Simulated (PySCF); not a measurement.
A structure optimised at B3LYP-D3(BJ)/def2-SVP, used in a PySCF frequency run:

```
Te
Se 1 2.5597
H 2 1.4794 1 96.07
Se 1 2.5597 2 103.98 3 -86.87
H 4 1.4794 1 96.07 2 -86.87
```

Task: Write its SMILES, formula and point group.

Result: [SeH][Te][SeH], H2Se2Te, C2

Task: What are its rotational constants (standard atomic weights)?

Result: 2.7897, 0.77088, 0.61024 GHz
